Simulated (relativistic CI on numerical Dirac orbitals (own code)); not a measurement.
# B2+: sensitivity of the levels to the model

Base calculation: Dirac-Coulomb-Breit CI, orbitals from a KLI potential per configuration, model QED (radiative potential, 1s self-energy scaled to tabulated hydrogen-like ionisation energies), valence Slater integrals scaled by 0.85, P86 correlation energy added to each configuration.

Configurations in the expansion (outside the closed core 1s2): 2s, 2p, 3s, 3p, 3d, 4s, 4p, 4f, 4d, 5s, 5p, 5g, 5f, 5d, 6s, 6p, 6d. Levels of other configurations are missing.

Variants: (1) Slater integrals left unscaled; (2) no correlation estimate; (3) one mean potential for all configurations. Shifts of the energy above 2s ²S1/2, in cm⁻¹, for the lowest level and the first level of each name with at least 55 % of one term (blank where a level changes its place among those of its configuration and J or its character, or is not in the variant):

| Level | Base | Δ(1) | Δ(2) | Δ(3) | Measured |
| --- | --- | --- | --- | --- | --- |
| 2s ²S1/2 | 0.0 | 0.0 | 0.0 | 0.0 | 0.0 |
| 2p ²P°1/2 | 49663.4 | 0.0 | -787.0 | -2.9 | 48358.5 |
| 2p ²P°3/2 | 49693.9 | 0.0 | -787.0 | -3.7 | 48392.6 |
| 3s ²S1/2 | 180589.8 | 0.0 | -1072.3 | +53.7 | 180201.8 |
| 3p ²P°1/2 | 193537.5 | 0.0 | -1057.8 | -17.3 | 192949.2 |
| 3p ²P°3/2 | 193545.5 | 0.0 | -1057.8 | -16.8 | 192959.4 |
| 3d ²D3/2 | 195034.9 | 0.0 | +142.7 | +160.0 |  |
| 3d ²D5/2 | 195037.8 | 0.0 | +142.7 | +160.0 | 196071.2 |
| 4s ²S1/2 | 238240.9 | 0.0 | -1390.8 | +101.9 | 237695.5 |
| 4p ²P°1/2 | 243484.1 | 0.0 | -1392.2 | +50.6 |  |
| 4p ²P°3/2 | 243487.0 | 0.0 | -1392.2 | +51.2 |  |
| 4d ²D3/2 | 244294.6 | 0.0 | -1090.0 | +168.5 |  |
| 4d ²D5/2 | 244295.8 | 0.0 | -1090.0 | +168.5 | 244138.9 |
| 4f ²F°5/2 | 246854.3 | 0.0 | -3630.1 | +173.6 |  |
| 4f ²F°7/2 | 246854.9 | 0.0 | -3630.1 | +173.6 |  |
| 5s ²S1/2 | 264024.6 | 0.0 | -1773.6 | +129.7 | 263156.2 |
| 5p ²P°1/2 | 266675.9 | 0.0 | -1799.9 | +96.9 |  |
| 5p ²P°3/2 | 266677.2 | 0.0 | -1799.9 | +97.3 | 265719.7 |
| 5d ²D3/2 | 267148.5 | 0.0 | -1713.0 | +172.4 |  |
| 5d ²D5/2 | 267149.1 | 0.0 | -1713.0 | +172.4 |  |
| 5f ²F°5/2 | 269075.3 | 0.0 | -3630.1 | +173.7 |  |
| 5g ²G7/2 | 269075.5 | 0.0 | -3630.0 | +173.6 |  |

Correlation outside the listed configurations is missing or only estimated: errors of thousands of cm⁻¹ between configurations and terms are usual at this charge. Rates and lifetimes follow the computed energies and can be off by large factors. The fine structure of a lone outer electron comes out too small, for d and f at times inverted, and misplaced configurations move strength between like terms. 11 of the 11 excited levels that our extract of the measured tables holds in this range could be paired (the sources list more); they are missed by 809 cm⁻¹ on average and 1305 at most, and levels without a partner can miss by more.

Measured levels: Moore, Atomic Energy Levels, vol. I, NSRDS-NBS 35 (1971 reprint of NBS Circular 467, 1949).

Ionisation energy from the two ground configurations alone: base 38.26 eV; no correlation estimate 37.81 eV. The NIST ASD value (measured) is 37.9306 eV.
